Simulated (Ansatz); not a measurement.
Geometry optimisation of the cluster Na₂₁⁻.

```yaml
crystal:
  periodic: [false, false, false]
  atoms:
    - {symbol: Na, position_ang: [3.781900, -0.791100, 0.329800]}
    - {symbol: Na, position_ang: [4.807000, 5.222900, 0.175600]}
    - {symbol: Na, position_ang: [3.091700, 11.682600, 0.449200]}
    - {symbol: Na, position_ang: [-3.143800, 10.476100, 3.107600]}
    - {symbol: Na, position_ang: [5.636400, 2.024600, 0.084900]}
    - {symbol: Na, position_ang: [0.000000, 0.000000, 0.000000]}
    - {symbol: Na, position_ang: [-0.995700, 3.258400, 0.300300]}
    - {symbol: Na, position_ang: [1.434700, -3.359400, 0.695900]}
    - {symbol: Na, position_ang: [3.808900, 8.267300, 0.448500]}
    - {symbol: Na, position_ang: [0.533100, 9.040000, 0.260200]}
    - {symbol: Na, position_ang: [-5.399100, -1.843700, -0.095700]}
    - {symbol: Na, position_ang: [-6.336100, 1.482700, 0.229300]}
    - {symbol: Na, position_ang: [-2.184100, 6.706200, 0.323600]}
    - {symbol: Na, position_ang: [-4.349300, 3.867800, 0.319000]}
    - {symbol: Na, position_ang: [1.332700, 5.772500, 0.373900]}
    - {symbol: Na, position_ang: [-5.715000, 6.858700, 0.046400]}
    - {symbol: Na, position_ang: [-2.274300, 10.329300, 0.108700]}
    - {symbol: Na, position_ang: [-5.192000, 7.859600, 3.132400]}
    - {symbol: Na, position_ang: [-1.951100, -2.911000, 0.252900]}
    - {symbol: Na, position_ang: [-3.142200, 0.733600, 0.304000]}
    - {symbol: Na, position_ang: [2.261800, 2.359200, -0.006400]}
basis:
  gaussian: {orbitals: def2-SVP}
total_charge: -1
hamiltonian: {xc: pbe}
scf: {lower_state_search: "off"}
output: {orbitals: {seedname: orbitals}}
relax: {f_tol: 0.03, max_steps: 70}
```

```sh
$ ansatz run in.yaml --threads 2 --pin off --events-out ev --progress --plain --max-ram 32768MiB --backend cuda --devices 0, --max-vram 18GiB
```

It prints (some lines left out):

```
Functional definition: PBE
mean field -92645.93523308 eV, -3404.6753221455 hartree, gradient 2.6e-6 eV, S^2 0.000000; 0 other end points of the search recorded, 0 dependent functions left out
relax step   1: F+E_penalty+E_count = -92645.93523308 eV  Δ(F+E_penalty+E_count) = +0.000e0 eV  max|allowed force component| = 2.832e-1 eV/Å  Δτ_max = 0.0000 Å  (44 SCF iters, accepted)
mean field -92646.09807988 eV, -3404.6813066550 hartree, gradient 3.3e-6 eV, S^2 0.000000; 0 other end points of the search recorded, 0 dependent functions left out
relax step   2: F+E_penalty+E_count = -92646.09807988 eV  Δ(F+E_penalty+E_count) = -1.628e-1 eV  max|allowed force component| = 2.093e-1 eV/Å  Δτ_max = 0.1240 Å  (31 SCF iters, accepted)
mean field -92646.30259299 eV, -3404.6888223731 hartree, gradient 2.8e-6 eV, S^2 0.000000; 0 other end points of the search recorded, 0 dependent functions left out
relax step   3: F+E_penalty+E_count = -92646.30259299 eV  Δ(F+E_penalty+E_count) = -2.045e-1 eV  max|allowed force component| = 9.887e-2 eV/Å  Δτ_max = 0.1936 Å  (34 SCF iters, accepted)
mean field -92646.40495346 eV, -3404.6925840510 hartree, gradient 2.5e-6 eV, S^2 0.000000; 0 other end points of the search recorded, 0 dependent functions left out
relax step   4: F+E_penalty+E_count = -92646.40495346 eV  Δ(F+E_penalty+E_count) = -1.024e-1 eV  max|allowed force component| = 7.060e-2 eV/Å  Δτ_max = 0.1951 Å  (36 SCF iters, accepted)
mean field -92646.47314853 eV, -3404.6950901737 hartree, gradient 3.9e-6 eV, S^2 0.000000; 0 other end points of the search recorded, 0 dependent functions left out
relax step   5: F+E_penalty+E_count = -92646.47314853 eV  Δ(F+E_penalty+E_count) = -6.820e-2 eV  max|allowed force component| = 7.073e-2 eV/Å  Δτ_max = 0.1962 Å  (36 SCF iters, accepted)
mean field -92646.53977140 eV, -3404.6975385189 hartree, gradient 3.7e-6 eV, S^2 0.000000; 0 other end points of the search recorded, 0 dependent functions left out
relax step   6: F+E_penalty+E_count = -92646.53977140 eV  Δ(F+E_penalty+E_count) = -6.662e-2 eV  max|allowed force component| = 7.673e-2 eV/Å  Δτ_max = 0.1963 Å  (36 SCF iters, accepted)
mean field -92646.60122273 eV, -3404.6997968136 hartree, gradient 3.8e-6 eV, S^2 0.000000; 0 other end points of the search recorded, 0 dependent functions left out
relax step   7: F+E_penalty+E_count = -92646.60122273 eV  Δ(F+E_penalty+E_count) = -6.145e-2 eV  max|allowed force component| = 6.108e-2 eV/Å  Δτ_max = 0.1944 Å  (36 SCF iters, accepted)
mean field -92646.64189078 eV, -3404.7012913368 hartree, gradient 1.9e-6 eV, S^2 0.000000; 0 other end points of the search recorded, 0 dependent functions left out
relax step   8: F+E_penalty+E_count = -92646.64189078 eV  Δ(F+E_penalty+E_count) = -4.067e-2 eV  max|allowed force component| = 4.826e-2 eV/Å  Δτ_max = 0.1986 Å  (35 SCF iters, accepted)
mean field -92646.66947525 eV, -3404.7023050475 hartree, gradient 1.5e-6 eV, S^2 0.000000; 0 other end points of the search recorded, 0 dependent functions left out
relax step   9: F+E_penalty+E_count = -92646.66947525 eV  Δ(F+E_penalty+E_count) = -2.758e-2 eV  max|allowed force component| = 5.169e-2 eV/Å  Δτ_max = 0.1922 Å  (34 SCF iters, accepted)
mean field -92646.69700921 eV, -3404.7033169018 hartree, gradient 2.3e-6 eV, S^2 0.000000; 0 other end points of the search recorded, 0 dependent functions left out
relax step  10: F+E_penalty+E_count = -92646.69700921 eV  Δ(F+E_penalty+E_count) = -2.753e-2 eV  max|allowed force component| = 4.749e-2 eV/Å  Δτ_max = 0.1923 Å  (34 SCF iters, accepted)
mean field -92646.72761838 eV, -3404.7044417680 hartree, gradient 2.5e-6 eV, S^2 0.000000; 0 other end points of the search recorded, 0 dependent functions left out
relax step  11: F+E_penalty+E_count = -92646.72761838 eV  Δ(F+E_penalty+E_count) = -3.061e-2 eV  max|allowed force component| = 4.993e-2 eV/Å  Δτ_max = 0.1922 Å  (34 SCF iters, accepted)
mean field -92646.75576669 eV, -3404.7054761993 hartree, gradient 1.6e-6 eV, S^2 0.000000; 0 other end points of the search recorded, 0 dependent functions left out
relax step  12: F+E_penalty+E_count = -92646.75576669 eV  Δ(F+E_penalty+E_count) = -2.815e-2 eV  max|allowed force component| = 4.777e-2 eV/Å  Δτ_max = 0.1914 Å  (36 SCF iters, accepted)
mean field -92646.77914027 eV, -3404.7063351626 hartree, gradient 2.1e-6 eV, S^2 0.000000; 0 other end points of the search recorded, 0 dependent functions left out
relax step  13: F+E_penalty+E_count = -92646.77914027 eV  Δ(F+E_penalty+E_count) = -2.337e-2 eV  max|allowed force component| = 5.154e-2 eV/Å  Δτ_max = 0.1922 Å  (34 SCF iters, accepted)
mean field -92646.79861133 eV, -3404.7070507107 hartree, gradient 2.8e-6 eV, S^2 0.000000; 0 other end points of the search recorded, 0 dependent functions left out
relax step  14: F+E_penalty+E_count = -92646.79861133 eV  Δ(F+E_penalty+E_count) = -1.947e-2 eV  max|allowed force component| = 5.040e-2 eV/Å  Δτ_max = 0.1952 Å  (31 SCF iters, accepted)
mean field -92646.81716903 eV, -3404.7077326936 hartree, gradient 2.3e-6 eV, S^2 0.000000; 0 other end points of the search recorded, 0 dependent functions left out
relax step  15: F+E_penalty+E_count = -92646.81716903 eV  Δ(F+E_penalty+E_count) = -1.856e-2 eV  max|allowed force component| = 5.198e-2 eV/Å  Δτ_max = 0.1951 Å  (29 SCF iters, accepted)
mean field -92646.83413860 eV, -3404.7083563140 hartree, gradient 2.5e-6 eV, S^2 0.000000; 0 other end points of the search recorded, 0 dependent functions left out
relax step  16: F+E_penalty+E_count = -92646.83413860 eV  Δ(F+E_penalty+E_count) = -1.697e-2 eV  max|allowed force component| = 4.958e-2 eV/Å  Δτ_max = 0.1980 Å  (30 SCF iters, accepted)
mean field -92646.84937002 eV, -3404.7089160582 hartree, gradient 2.1e-6 eV, S^2 0.000000; 0 other end points of the search recorded, 0 dependent functions left out
relax step  17: F+E_penalty+E_count = -92646.84937002 eV  Δ(F+E_penalty+E_count) = -1.523e-2 eV  max|allowed force component| = 4.566e-2 eV/Å  Δτ_max = 0.1989 Å  (30 SCF iters, accepted)
mean field -92646.86405991 eV, -3404.7094559017 hartree, gradient 1.9e-6 eV, S^2 0.000000; 0 other end points of the search recorded, 0 dependent functions left out
relax step  18: F+E_penalty+E_count = -92646.86405991 eV  Δ(F+E_penalty+E_count) = -1.469e-2 eV  max|allowed force component| = 4.489e-2 eV/Å  Δτ_max = 0.1916 Å  (30 SCF iters, accepted)
mean field -92646.88116373 eV, -3404.7100844555 hartree, gradient 2.3e-6 eV, S^2 0.000000; 0 other end points of the search recorded, 0 dependent functions left out
relax step  19: F+E_penalty+E_count = -92646.88116373 eV  Δ(F+E_penalty+E_count) = -1.710e-2 eV  max|allowed force component| = 4.925e-2 eV/Å  Δτ_max = 0.1946 Å  (30 SCF iters, accepted)
mean field -92646.90176227 eV, -3404.7108414380 hartree, gradient 2.3e-6 eV, S^2 0.000000; 0 other end points of the search recorded, 0 dependent functions left out
[...]
mean field -92647.43134644 eV, -3404.7303032971 hartree, gradient 1.9e-6 eV, S^2 0.000000; 0 other end points of the search recorded, 0 dependent functions left out
relax step  32: F+E_penalty+E_count = -92647.43134644 eV  Δ(F+E_penalty+E_count) = -5.075e-2 eV  max|allowed force component| = 5.458e-2 eV/Å  Δτ_max = 0.1952 Å  (27 SCF iters, accepted)
mean field -92647.47784424 eV, -3404.7320120599 hartree, gradient 2.7e-6 eV, S^2 0.000000; 0 other end points of the search recorded, 0 dependent functions left out
relax step  33: F+E_penalty+E_count = -92647.47784424 eV  Δ(F+E_penalty+E_count) = -4.650e-2 eV  max|allowed force component| = 6.062e-2 eV/Å  Δτ_max = 0.1952 Å  (26 SCF iters, accepted)
mean field -92647.52111565 eV, -3404.7336022548 hartree, gradient 2.6e-6 eV, S^2 0.000000; 0 other end points of the search recorded, 0 dependent functions left out
relax step  34: F+E_penalty+E_count = -92647.52111565 eV  Δ(F+E_penalty+E_count) = -4.327e-2 eV  max|allowed force component| = 4.347e-2 eV/Å  Δτ_max = 0.1937 Å  (26 SCF iters, accepted)
mean field -92647.56366112 eV, -3404.7351657719 hartree, gradient 3.0e-6 eV, S^2 0.000000; 0 other end points of the search recorded, 0 dependent functions left out
relax step  35: F+E_penalty+E_count = -92647.56366112 eV  Δ(F+E_penalty+E_count) = -4.255e-2 eV  max|allowed force component| = 2.959e-2 eV/Å  Δτ_max = 0.1968 Å  (26 SCF iters, accepted)
mean field -92647.60800407 eV, -3404.7367953453 hartree, gradient 4.1e-6 eV, S^2 0.000000; 0 other end points of the search recorded, 0 dependent functions left out
relax step  36: F+E_penalty+E_count = -92647.60800407 eV  Δ(F+E_penalty+E_count) = -4.434e-2 eV  max|allowed force component| = 6.171e-2 eV/Å  Δτ_max = 0.1950 Å  (26 SCF iters, accepted)
mean field -92647.65162864 eV, -3404.7383985189 hartree, gradient 2.2e-6 eV, S^2 0.000000; 0 other end points of the search recorded, 0 dependent functions left out
relax step  37: F+E_penalty+E_count = -92647.65162864 eV  Δ(F+E_penalty+E_count) = -4.362e-2 eV  max|allowed force component| = 3.787e-2 eV/Å  Δτ_max = 0.1912 Å  (26 SCF iters, accepted)
mean field -92647.69703909 eV, -3404.7400673220 hartree, gradient 2.5e-6 eV, S^2 0.000000; 0 other end points of the search recorded, 0 dependent functions left out
relax step  38: F+E_penalty+E_count = -92647.69703909 eV  Δ(F+E_penalty+E_count) = -4.541e-2 eV  max|allowed force component| = 3.367e-2 eV/Å  Δτ_max = 0.1978 Å  (26 SCF iters, accepted)
mean field -92647.73777598 eV, -3404.7415643752 hartree, gradient 1.9e-6 eV, S^2 0.000000; 0 other end points of the search recorded, 0 dependent functions left out
relax step  39: F+E_penalty+E_count = -92647.73777598 eV  Δ(F+E_penalty+E_count) = -4.074e-2 eV  max|allowed force component| = 2.615e-2 eV/Å  Δτ_max = 0.1963 Å  (26 SCF iters, accepted)
mean field -92647.77129488 eV, -3404.7427961719 hartree, gradient 2.8e-6 eV, S^2 0.000000; 0 other end points of the search recorded, 0 dependent functions left out
relax step  40: F+E_penalty+E_count = -92647.77129488 eV  Δ(F+E_penalty+E_count) = -3.352e-2 eV  max|allowed force component| = 3.109e-2 eV/Å  Δτ_max = 0.1950 Å  (26 SCF iters, accepted)
mean field -92647.79044248 eV, -3404.7434998332 hartree, gradient 1.5e-6 eV, S^2 0.000000; 0 other end points of the search recorded, 0 dependent functions left out
relax step  41: F+E_penalty+E_count = -92647.79044248 eV  Δ(F+E_penalty+E_count) = -1.915e-2 eV  max|allowed force component| = 3.472e-2 eV/Å  Δτ_max = 0.1994 Å  (27 SCF iters, accepted)
mean field -92647.80861574 eV, -3404.7441676883 hartree, gradient 1.3e-6 eV, S^2 0.000000; 0 other end points of the search recorded, 0 dependent functions left out
relax step  42: F+E_penalty+E_count = -92647.80861574 eV  Δ(F+E_penalty+E_count) = -1.817e-2 eV  max|allowed force component| = 3.324e-2 eV/Å  Δτ_max = 0.1941 Å  (27 SCF iters, accepted)
mean field -92647.82771497 eV, -3404.7448695721 hartree, gradient 1.3e-6 eV, S^2 0.000000; 0 other end points of the search recorded, 0 dependent functions left out
relax step  43: F+E_penalty+E_count = -92647.82771497 eV  Δ(F+E_penalty+E_count) = -1.910e-2 eV  max|allowed force component| = 2.930e-2 eV/Å  Δτ_max = 0.1923 Å  (27 SCF iters, accepted)
mean field -92647.84887451 eV, -3404.7456471709 hartree, gradient 1.4e-6 eV, S^2 0.000000; 0 other end points of the search recorded, 0 dependent functions left out
relax step  44: F+E_penalty+E_count = -92647.84887451 eV  Δ(F+E_penalty+E_count) = -2.116e-2 eV  max|allowed force component| = 2.642e-2 eV/Å  Δτ_max = 0.1905 Å  (27 SCF iters, accepted)
Total energy: -92647.84895052 eV, -3404.7456499641 hartree
Atom 0 at     3.733330    -0.762235    -0.159604 Å, force    -0.005771     0.002027    -0.009063 eV/Å
Atom 1 at     5.084437     5.417036     0.418201 Å, force    -0.001947    -0.001821     0.005142 eV/Å
Atom 2 at     1.927702    11.631268    -0.055420 Å, force    -0.007578    -0.004373    -0.006079 eV/Å
Atom 3 at    -2.141931     6.350971     2.260331 Å, force    -0.003728    -0.009060    -0.014333 eV/Å
Atom 4 at     6.033756     1.946477    -0.073227 Å, force    -0.004175     0.000677    -0.002040 eV/Å
Atom 5 at     0.465572     0.995548    -0.608995 Å, force    -0.006828     0.006456    -0.016090 eV/Å
Atom 6 at    -0.725440     2.951675     1.982161 Å, force    -0.002849     0.004938     0.010314 eV/Å
Atom 7 at     0.771919    -2.564785    -0.378313 Å, force    -0.013217     0.014150    -0.002704 eV/Å
Atom 8 at     3.624534     8.635271     0.255738 Å, force    -0.001960    -0.001455     0.002868 eV/Å
Atom 9 at    -0.037847     8.775121     0.280743 Å, force    -0.002690    -0.008669    -0.004938 eV/Å
Atom 10 at    -5.650372     0.438400     1.020523 Å, force    -0.004243    -0.009133    -0.002390 eV/Å
Atom 11 at    -7.189237     3.529036     0.443567 Å, force     0.010572    -0.004600    -0.009836 eV/Å
Atom 12 at    -1.021404     5.193863    -0.785230 Å, force     0.016696    -0.020537    -0.006587 eV/Å
Atom 13 at    -4.169212     3.531562     2.342656 Å, force     0.001019    -0.010706     0.006302 eV/Å
Atom 14 at     1.619120     5.827696     1.498502 Å, force     0.001978    -0.000042     0.010304 eV/Å
Atom 15 at    -4.491158     5.428825    -0.912752 Å, force     0.026423     0.003640     0.008824 eV/Å
Atom 16 at    -3.522167     8.740957    -0.010096 Å, force    -0.004749     0.015996     0.004946 eV/Å
Atom 17 at    -5.836375     6.774910     1.908752 Å, force    -0.002106    -0.004408     0.000747 eV/Å
Atom 18 at    -2.225918    -0.669948     0.973611 Å, force     0.009811     0.021327     0.025689 eV/Å
Atom 19 at    -3.109600     2.276580    -0.762387 Å, force    -0.007761     0.004983    -0.004382 eV/Å
Atom 20 at     2.865792     2.588071     1.201339 Å, force     0.003105     0.000612     0.003307 eV/Å
Dipole moment:    -0.353920    -0.087060     0.134079 e Å
Checks for a lower state left out: stability, starts, cluster_reference, orbital_swaps, neighbouring_geometries, increment
```

Hardware: 2 threads of AMD EPYC 7R13 on a shared host and a share (18 GiB) of an NVIDIA H100 80GB HBM3. Wall time 3.6 min, peak host memory 1 GiB.

The restricted singlet is unstable towards broken spin symmetry in Hartree–Fock (as tested in another run); at PBE/def2-SVP this wasn't settled. Another isomer (singlet) lies 1.18 eV lower at PBE0/def2-TZVP; other spin states weren't run for this one.
